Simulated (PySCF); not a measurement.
## Si: script and output

File input.py (PySCF 2.14):

```python
from pyscf import gto, dft

mol = gto.M(
    atom='Si 0 0 0',
    basis='jorge-tzp-dkh',
    charge=0,
    spin=2,
    verbose=4,
)
mf = dft.UKS(mol, xc='tpssh')
mf = mf.sfx2c1e()
mf = mf.density_fit(auxbasis='def2-universal-jkfit')
mf.kernel()
mf.analyze()
print('orbital energies (hartree):', [e[max(0, n-3):n+3].round(4) for e, n in zip(mf.mo_energy, mol.nelec)])
```

```bash
$ OMP_NUM_THREADS=1 python input.py
```

Output (some set-up lines and the per-cycle HOMO/LUMO lines with their warnings removed):

```
PySCF version 2.14.0

[INPUT] Symbol           X                Y                Z      unit          X                Y                Z       unit  Magmom
[INPUT]  1 Si     0.000000000000   0.000000000000   0.000000000000 AA    0.000000000000   0.000000000000   0.000000000000 Bohr   0.0

nuclear repulsion = 0
number of shells = 16
number of NR pGTOs = 60
number of NR cGTOs = 40
basis = jorge-tzp-dkh
ecp = {}

******** <class 'pyscf.df.df_jk.DFsfX2C1eUKS'> ********
method = DFsfX2C1eUKS
initial guess = minao
damping factor = 0
level_shift factor = 0
DIIS = <class 'pyscf.scf.diis.CDIIS'>
SCF conv_tol = 1e-09
SCF max_cycles = 50
number electrons alpha = 8  beta = 6
XC functionals = tpssh

grids dens level: 3

******** <class 'pyscf.x2c.sfx2c1e.SpinFreeX2CHelper'> ********
approx = 1e
xuncontract = 1
tot grids = 19184
******** <class 'pyscf.df.df.DF'> ********
auxbasis = def2-universal-jkfit
init E= -289.929043006604

cycle= 1 E= -289.989501768615  delta_E= -0.0605  |g|= 0.077  |ddm|= 0.633
cycle= 2 E= -289.993854563107  delta_E= -0.00435  |g|= 0.0444  |ddm|= 0.189
cycle= 3 E= -289.994409216216  delta_E= -0.000555  |g|= 0.00568  |ddm|= 0.0518
cycle= 4 E= -289.99444260796  delta_E= -3.34e-05  |g|= 0.00137  |ddm|= 0.0138
cycle= 5 E= -289.994444463286  delta_E= -1.86e-06  |g|= 0.000157  |ddm|= 0.00313
cycle= 6 E= -289.994444487284  delta_E= -2.4e-08  |g|= 6.11e-06  |ddm|= 0.000292
cycle= 7 E= -289.994444487303  delta_E= -1.94e-11  |g|= 3.28e-07  |ddm|= 1.4e-05
Extra cycle  E= -289.994444487303  delta_E= 5.68e-14  |g|= 5.58e-08  |ddm|= 1.41e-06
converged SCF energy = -289.994444487303  <S^2> = 2.00563  2S+1 = 3.003751
**** SCF Summaries ****
Total Energy =                        -289.994444487303213
Nuclear Repulsion Energy =               0.000000000000000
One-electron Energy =                 -401.472951883571398
Two-electron Energy =                  111.478507396268185
Two-electron Coulomb Energy =          132.372167112387132
DFT Exchange-Correlation Energy =      -20.893659716118954
**** MO energy ****
                             alpha | beta                alpha | beta
MO #1   energy= -66.186100762274   | -66.1796512065777  occ= 1 | 1
MO #2   energy= -5.27584035993013  | -5.26971034707068  occ= 1 | 1
MO #3   energy= -3.60279554077772  | -3.59984219128772  occ= 1 | 1
MO #4   energy= -3.59802524101386  | -3.58563236779387  occ= 1 | 1
MO #5   energy= -3.59802524090946  | -3.5856323674902   occ= 1 | 1
MO #6   energy= -0.444872890719296 | -0.369137092823266 occ= 1 | 1
MO #7   energy= -0.187827277841677 | -0.118470683222351 occ= 1 | 0
MO #8   energy= -0.187827274496613 | -0.0837658257512549 occ= 1 | 0
MO #9   energy= -0.140133674856401 | -0.0837658241978677 occ= 0 | 0
MO #10  energy= 0.145542360879899  | 0.162669889408438  occ= 0 | 0
MO #11  energy= 0.145542374080794  | 0.182159509830147  occ= 0 | 0
[29 lines left out]

To work with the spin densities directly, `use mulliken_meta_spin()` only printing them here.

 ** Mulliken spin pop alpha/beta on meta-lowdin orthogonal AOs **
 ** Mulliken Spin Density (per AO)  **
 ** Mulliken Spin Density (per atom)  **
spin density of  0 Si =      2.00000
 ** Mulliken pop alpha/beta on meta-lowdin orthogonal AOs **
 ** Mulliken pop       alpha | beta **
pop of  0 Si 1s        1.00000 | 1.00000
pop of  0 Si 2s        0.99992 | 0.99992
pop of  0 Si 3s        0.99931 | 0.99733
pop of  0 Si 4s        0.00008 | 0.00020
pop of  0 Si 5s        0.00003 | 0.00003
pop of  0 Si 6s        0.00000 | 0.00006
pop of  0 Si 7s        0.00000 | 0.00003
pop of  0 Si 8s        0.00000 | 0.00000
pop of  0 Si 2px       0.99992 | 0.99993
pop of  0 Si 2py       0.99996 | 0.99995
pop of  0 Si 2pz       0.99996 | 0.99995
pop of  0 Si 3px       0.02521 | 0.00004
[28 lines left out]
In total             8.00000 | 6.00000
 ** Mulliken atomic charges   ( Nelec_alpha | Nelec_beta ) **
charge of  0Si =     -0.00000  (     8.00000      6.00000 )
Dipole moment(X, Y, Z, Debye): -0.00000, -0.00000, -0.00000
orbital energies (hartree): [array([-0.4449, -0.1878, -0.1878, -0.1401,  0.1455,  0.1455]), array([-3.5856, -3.5856, -0.3691, -0.1185, -0.0838, -0.0838])]
```

In short: E(SCF) = -289.994444 Eh, 7 cycles, ⟨S²⟩ = 2.006.

It ran on Intel Xeon Platinum 8375C @ 2.90GHz (1 thread, shared host) in 1.8 s, peak memory 0.16 GiB.

No search for the lowest solution was made.
